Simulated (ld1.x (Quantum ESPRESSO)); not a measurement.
# What one change does to a pseudopotential (hafnium, TM)

| Quantity | Value |
| --- | --- |
| Element | hafnium |
| Generator | ld1.x (Quantum ESPRESSO) 7.5 |
| Type | norm-conserving Troullier–Martins (Kleinman–Bylander form) |
| Functional | PBEsol |
| Relativity | scalar-relativistic |
| Frozen core | [Kr] 4d10 4f14 5s2 |
| Valence charge | 10 |
| Reference configuration | 5p6 5d3 6s1 6p0 |
| Partial waves | 6s (bound): rc 2.20 bohr; 5d (bound): rc 2.40 bohr; 5p (bound): rc 1.65 bohr |
| Local potential | the p channel |
| Core correction | none |

Change: wave 5p (bound): rc 1.65 bohr becomes 5p (bound): rc 1.88 bohr.

Cutoffs: the cutoffs (Ry, on a coarse ladder) from which the occupation-weighted sum of valence levels, in a spherical-Bessel basis at the reference potential, stays within 10 and 1 mRy of its value at 400 Ry; they do not see the model core or the augmentation charge, which bear on the density cutoff. Errors are all-electron minus pseudo energies relative to the spin-unpolarised reference configuration.

Question: What does the change do?

Answer: The potential gets softer (45 Ry and 80 Ry → 35 Ry and 45 Ry); both files keep a bound ghost (s); of the 7 tests that both files solve, the error grows in 2 and shrinks in 4 by more than 15 % and 0.3 meV (median size 15.4 → 8.2 meV). A larger radius leaves more room for a smooth pseudo-wave, so fewer plane waves are needed.

| quantity | base | changed |
| --- | --- | --- |
| cutoff, loose | 45 Ry | 35 Ry |
| cutoff, tight | 80 Ry | 45 Ry |
| loose cutoff by channel (10 mRy a level) | s 12 Ry, d 18 Ry, p 35 Ry | s 12 Ry, d 18 Ry, p 18 Ry |
| bound ghosts | s | s |
| error for 5p6 5d2 6s2 6p0, meV [ΔE -2.59 eV] | -10 | -6.0 |
| error for 5p6 5d2 6s1 6p0, meV [ΔE 5.41 eV] | -15 | -8.2 |
| error for 5p6 5d2 6s0 6p0, meV [ΔE 19.58 eV] | +5.6 | +5.7 |
| error for 5p6 5d2.5 6s1.5 6p0, meV [ΔE -1.34 eV] | -0.7 | 0.0 |
| error for 5p6 5d2 6s1 6p1, meV [ΔE 1.27 eV] | +32 | +72 |
| error for 5p6 5d2 6s0 6p2, meV [ΔE 5.33 eV] | +90 | +173 |
| error for 5p5 5d2 6s2 6p0, meV [ΔE 38.46 eV] | -514 | -433 |
| s: phases at 2.60 bohr within 0.05 rad from the reference energy up to (Ry; the scan ends near 5) | to the end of the scan | 4.3 |
| p: phases at 2.60 bohr within 0.05 rad from the reference energy up to (Ry; the scan ends near 5) | 0.6 | 0.3 |
| d: phases at 2.60 bohr within 0.05 rad from the reference energy up to (Ry; the scan ends near 5) | to the end of the scan | to the end of the scan |

 A true bound ghost makes a file unfit for plane-wave use even where its test errors are small: the radial tests pick states by their node count and pass the ghost by.
